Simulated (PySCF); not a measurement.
Ti(Me)(H)3 (CH₆Ti), SMILES [CH3][TiH3], multiplicity 1.

The structure is a stationary point at B3LYP-D3(BJ)/def2-TZVP. The geometry has at least one imaginary mode, so it is a saddle point at that level. The spin state was assumed, not searched. The structure was generated by enumeration; whether it is a known compound was not checked.

Two levels are set side by side: PBE/def2-TZVPD (PySCF) and ωB97X/def2-TZVPD (PySCF). Same geometry, gas phase. Differences are taken from unrounded values.

```tsv
quantity	ωB97X	PBE	PBE minus ωB97X
orbital gap (eV)	10.58	3.14	-7.44
highest occupied level (eV)	-10.83	-6.99	3.84
lowest empty level (eV)	-0.25	-3.85	-3.60
dipole moment (D)	1.09	1.18	0.09
mean polarisability (bohr³)	61.4	63.2	1.8
```

Without exact exchange PBE keeps part of each electron's self-repulsion, which lifts occupied levels and narrows the gap. Differences between two approximate levels are no errors against the true value.

Rough cost on one machine, each run with all the roots and properties that it gave: ωB97X against PBE within a factor of 2.
